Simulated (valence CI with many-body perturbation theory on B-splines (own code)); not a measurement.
The numbers below are computed, except where a source is named.
## Hyperfine factors and g values of Te²⁹⁺

Level of theory: configuration interaction combined with many-body perturbation theory (CI+MBPT): five valence electrons over a frozen Dirac-Fock core [Ar], radial functions for each j: 7 s, 7 p, 8 d, 6 f, 4 g, 1 h, with the one-electron correlation potential Σ1 (screened to all orders), the two-electron term Σ2, the three-electron term Σ3, Breit, model QED; selected single and double excitations, second order for the rest, scaled by the run's own slope (own B-spline code, finite nucleus).

The last digits are not significant, and no measured levels were compared; by estimate large intervals hold to a few tenths of a per cent, small ones and those within an open d or f shell to about a per cent. Only levels of the ground parity were solved; by the run's estimate the other parity begins above the list, which can be wrong where configurations are misplaced.

A/g_I is the dipole constant over the nuclear g factor μ/I (μ in nuclear magnetons, uniformly magnetised nucleus), B/Q the quadrupole constant per barn. Both hold the static response of the core; the bare values leave it out. Large factors of s and p1/2 electrons are usually good to 5 to 10 %; those of open d and f shells near neutrality can be off by tens of per cent, and small factors of p3/2, d and f electrons come from cancelling terms and can be off by a factor of two or in sign, in half-filled shells by more. B is blank for J = 1/2, where it vanishes, and for nearly pure S terms. Energies count from the lowest level.

Levels are named by their leading jj configuration (3d3/2^4 stands for four electrons in 3d with j = 3/2), which in mixed levels can hold well under half, so a name can repeat and another be missing. Letters in brackets count levels of one name in rising energy.

| Level | E (cm⁻¹) | g | A/g_I (MHz) | A/g_I bare | B/Q (MHz/b) | B/Q bare |
| --- | --- | --- | --- | --- | --- | --- |
| (3d3/2^4 3d5/2) J=5/2 [a] | 0 | 1.802 | 2310 | 3210 | 4050 | 4120 |
| (3d3/2^4 3d5/2) J=5/2 [b] | 87090 | 1.111 | 9700 | 9880 | 14800 | 15100 |
| (3d3/2^3 3d5/2^2) J=7/2 [a] | 136510 | 1.119 | 12100 | 12300 | 15500 | 15800 |
| (3d3/2^3 3d5/2^2) J=3/2 | 140930 | 1.321 | 12700 | 13000 | 14000 | 14200 |
| (3d3/2^3 3d5/2^2) J=11/2 | 143680 | 1.177 | 13900 | 14200 | 108 | 95.7 |
| (3d3/2^3 3d5/2^2) J=9/2 | 157510 | 1.159 | 12800 | 13000 | 14100 | 14400 |
| (3d3/2^3 3d5/2^2) J=5/2 [a] | 158130 | 1.103 | 11600 | 11800 | 5320 | 5440 |
| (3d3/2^3 3d5/2^2) J=1/2 | 168650 | 1.887 | -5580 | -4560 |  |  |
| (3d3/2^3 3d5/2^2) J=7/2 [b] | 197550 | 1.207 | 12200 | 12500 | -3650 | -3720 |
| (3d3/2^3 3d5/2^2) J=5/2 [b] | 205090 | 1.223 | 10400 | 10700 | -105 | -106 |
| (3d3/2^2 3d5/2^3) J=7/2 [a] | 225810 | 1.161 | 12700 | 12900 | -12600 | -12900 |
| (3d3/2^2 3d5/2^3) J=11/2 | 227710 | 1.035 | 14900 | 15000 | 1200 | 1230 |
| (3d3/2^2 3d5/2^3) J=3/2 [a] | 235140 | 0.925 | 23000 | 22900 | -13100 | -13300 |
| (3d3/2^2 3d5/2^3) J=1/2 [a] | 239300 | 0.665 | 30300 | 30000 |  |  |
| (3d3/2^2 3d5/2^3) J=9/2 [a] | 243170 | 1.147 | 12600 | 12800 | -2490 | -2550 |
| (3d3/2^2 3d5/2^3) J=3/2 [b] | 249410 | 1.091 | 13400 | 13500 | 2890 | 2950 |
| (3d3/2^2 3d5/2^3) J=13/2 | 250910 | 1.072 | 15400 | 15500 | -42.4 | -38.8 |
| (3d3/2^2 3d5/2^3) J=5/2 [a] | 265020 | 1.018 | 15300 | 15400 | -2660 | -2700 |
| (3d3/2^2 3d5/2^3) J=9/2 [b] | 290690 | 1.100 | 14100 | 14300 | 1630 | 1670 |
| (3d3/2^2 3d5/2^3) J=7/2 [b] | 302480 | 0.992 | 18400 | 18400 | -541 | -558 |
| (3d3/2^2 3d5/2^3) J=5/2 [b] | 303520 | 1.063 | 15000 | 15100 | -391 | -401 |
| (3d3/2^2 3d5/2^3) J=3/2 [c] | 324110 | 0.743 | 23700 | 23400 | 584 | 608 |
| (3d3/2 3d5/2^4) J=5/2 [a] | 325750 | 1.132 | 9070 | 9270 | -6820 | -6950 |
| (3d3/2^2 3d5/2^3) J=7/2 [c] | 332690 | 1.072 | 16200 | 16400 | 4930 | 5030 |
| (3d3/2^2 3d5/2^3) J=1/2 [b] | 343560 | 1.906 | -4040 | -3010 |  |  |
| (3d3/2 3d5/2^4) J=7/2 [a] | 360100 | 1.188 | 11300 | 11500 | -24500 | -25000 |
| (3d3/2^2 3d5/2^3) J=9/2 [c] | 362900 | 1.101 | 13900 | 14100 | 9350 | 9540 |
| (3d3/2 3d5/2^4) J=11/2 | 368630 | 1.061 | 15000 | 15100 | -1380 | -1380 |
| (3d3/2 3d5/2^4) J=3/2 [a] | 391220 | 0.847 | 16800 | 16700 | -14300 | -14600 |
| (3d3/2 3d5/2^4) J=5/2 [b] | 409620 | 1.106 | 13700 | 13800 | 12100 | 12300 |
| (3d3/2 3d5/2^4) J=9/2 | 430310 | 1.107 | 13500 | 13700 | -22600 | -23000 |
| (3d5/2^5) J=5/2 | 439320 | 1.102 | 11800 | 11900 | -9360 | -9530 |
| (3d3/2 3d5/2^4) J=7/2 [b] | 454530 | 0.943 | 17600 | 17600 | 20800 | 21200 |
| (3d3/2^2 3d5/2^3) J=3/2 [d] | 471800 | 1.216 | 12900 | 13100 | -13000 | -13300 |
| (3d3/2 3d5/2^4) J=1/2 | 518310 | 0.860 | 344 | 303 |  |  |
| (3d3/2^2 3d5/2^3) J=5/2 [c] | 555600 | 1.183 | 10700 | 11000 | -16900 | -17300 |
| (3d3/2 3d5/2^4) J=3/2 [b] | 576310 | 0.890 | 23800 | 23700 | 23000 | 23400 |

(1) Take the isotope of mass number 123, with I = 1/2, μ = -0.7358 μN. What is the hyperfine structure of (3d3/2^3 3d5/2^2) J=3/2?

Results:

(1) From the table A = -18600 MHz. Shifts from the centre of gravity in MHz: F = 1: 23200, F = 2: -14000.
